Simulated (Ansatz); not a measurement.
Job for Ansatz (a quantum-chemistry and plane-wave program): R-RI-MP2/aug-cc-pVQZ on CH4O (a complex). Files ending in .json are basis or fitting sets from the Basis Set Exchange.

Ansatz 0.2 input:
```yaml
crystal:
  periodic: [false, false, false]
  atoms:
    - {symbol: C, position_ang: [-0.35073975, -0.50688680, 0.04175197]}
    - {symbol: O, position_ang: [0.32918566, 0.24201725, -0.60192827]}
    - {symbol: H, position_ang: [-1.40291903, -0.27408985, 0.29596654]}
    - {symbol: H, position_ang: [0.03506060, -1.47353629, 0.41948259]}
    - {symbol: H, position_ang: [0.13517481, 0.37666491, 2.95771758]}
    - {symbol: H, position_ang: [-0.30582882, -0.11931507, 3.29485002]}
basis:
  gaussian:
    orbitals: aug-cc-pVQZ
    fitting: {mean_field: def2-universal-JKFIT, correlation: aug-cc-pVQZ-RIFIT.json}
magnetization: {spin_polarized: false}
correlation: {method: mp2, electrons: outside_noble_gas}
scf: {lower_state_search: off}
```

Program output:

```
WARN ansatz: RAYON_NUM_THREADS=2 ignored (pool sized by the plan → 2); use --threads N
Functional definition: HF
these checks for a lower state are left out or cut short: stability, starts, cluster_reference, orbital_swaps, neighbouring_geometries, increment
integrals: 0.31 GiB planned
224 factors; integrals over basis functions are off by at most 5.2e0 eV
mean field: 0.53 GiB planned
mean field evaluation 1: about -3128.6787 eV, gradient 3.2e1 eV
mean field evaluation 2: about -3129.7261 eV, gradient 2.6e1 eV
mean field evaluation 4: about -3130.8019 eV, gradient 6.3e-1 eV
mean field -3130.80482382 eV, -115.0549551398 hartree, gradient 1.2e-6 eV, S^2 0.000000; 0 other end points of the search recorded, 0 dependent functions left out
2 core orbitals not correlated
656 factors; their error is unknown
reference -3130.80482382 eV, -115.0549551398 hartree; 7, 7 occupied and 335, 335 virtual orbitals, 656 factors
second order -12.53528112 eV of doubles, -0.00000000 eV of singles
Total energy: -3143.34010495 eV, -115.5156182244 hartree
Checks for a lower state left out: stability, starts, cluster_reference, orbital_swaps, neighbouring_geometries, increment
```

The calculation finished and met its thresholds.

Cost: very roughly 4 core-seconds.
